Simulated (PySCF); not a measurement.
Species: C₆H₈FS (doublet state).
SMILES with atom numbers: `[F:1]/[CH:2]=[CH:3]\[C@H:4]1[CH2:5][CH:6][S:7][CH2:8]1` (hydrogens: H9 on C2; H10 on C3; H11 on C4; H12, H13 on C5; H14 on C6; H15, H16 on C8)

Geometry (GFN2-xTB, Å), atoms numbered from 1 in this order:
```xyz
16
C6H8FS angstrom
F      2.567    0.215    1.875
C      2.357    0.576    0.595
C      1.202    0.380   -0.012
C      0.003   -0.252    0.624
C     -1.205    0.697    0.540
C     -1.718    0.574   -0.845
S     -1.449   -0.970   -1.540
C     -0.406   -1.513   -0.140
H      3.233    1.031    0.159
H      1.095    0.695   -1.039
H      0.233   -0.507    1.661
H     -1.955    0.395    1.286
H     -0.920    1.728    0.763
H     -2.474    1.202   -1.270
H     -1.013   -2.173    0.480
H      0.445   -2.067   -0.531
```

The hyperfine couplings belong to this conformer and change with its torsions.

Method used: UKS B3LYP, pcH-1 on C F H S, non-relativistic, mean-field spin-orbit, GIAO (PySCF 2.14.0). One conformer (not necessarily the lowest) at the GFN2-xTB geometry, without solvent, vibrations or thermal averaging. A GFN2-xTB geometry isn't a minimum of the functional, and hyperfine couplings can be far from their values at a DFT geometry. Stability of the SCF solution: not tested.

(1) Match the computed a_iso(13C) values +113.7, -24.1, +3.7, -3.3, -0.9 MHz with the sites C3; C4; C5; C6; C8.

## Answers

(1) 
```
site  a_iso (MHz)  ρ(0) (bohr⁻³)                 position  distance from C6 (Å)  spin population  largest |T| (MHz)
  C3         -0.9        -0.0008          3 bonds from C6                  3.04             0.00                1.2
  C4         +3.7        +0.0033          2 bonds from C6                  2.41            +0.01                2.3
  C5        -24.1        -0.0215           1 bond from C6                  1.48            -0.06                2.8
  C6       +113.7        +0.1008  largest spin population                  0.00            +0.83              140.3
  C8         -3.3        -0.0029          2 bonds from C6                  2.56            -0.01                0.9
```

ρ(0) is the spin density at the nucleus and T the dipolar tensor; a_iso includes a spin–orbit part. Largest spin populations (Mulliken): C6 (+0.83) and S7 (+0.20). The angles at C6 add up to 356.6°, so it is nearly planar; its axial dipolar tensor and the negative coupling of its proton fit spin in a p orbital normal to that plane.
